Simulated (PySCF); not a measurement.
B(Cl)2(NCO) (CBCl₂NO), SMILES O=C=NB(Cl)Cl. Atoms are numbered in the order given.

```xyz
6

B      0.0000     0.0000     0.4285
Cl     0.0000     1.5226     1.3160
Cl     0.0000    -1.5226     1.3160
N      0.0000     0.0000    -0.9777
C      0.0000     0.0000    -2.1869
O      0.0000     0.0000    -3.3651
```
Charge 0, spin multiplicity 1.

Coordinates come from a PBE-D3(BJ)/def2-SVP optimisation. This is a generated structure with no PubChem entry under its InChIKey; it may be hypothetical. Other conformers were not sampled.

The numbers are results of B3LYP/pcSseg-1 (PySCF), not measurements.

GIAO shieldings, no solvent; atoms alike by connectivity are averaged. δ = σ(ref) − σ: ¹¹B against BF3 (σ = 86.3 ppm); ³⁵Cl against HCl (σ = 933.3 ppm); ¹⁵N against NH3 (σ = 265.5 ppm); ¹³C against TMS (σ = 181.3 ppm); ¹⁷O against H2O (σ = 333.8 ppm), references at their B3LYP-D3(BJ)/def2-TZVP geometries, non-relativistic (without spin–orbit terms, shifts of atoms bonded to Cl or Br come out too high).

```
nucleus     atoms  count  δ (ppm)
-------  --------  -----  -------
¹¹B            B1      1     21.1
³⁵Cl     Cl2, Cl3      2    248.3
¹⁵N            N4      1     91.6
¹³C            C5      1    129.6
¹⁷O            O6      1    190.0
```
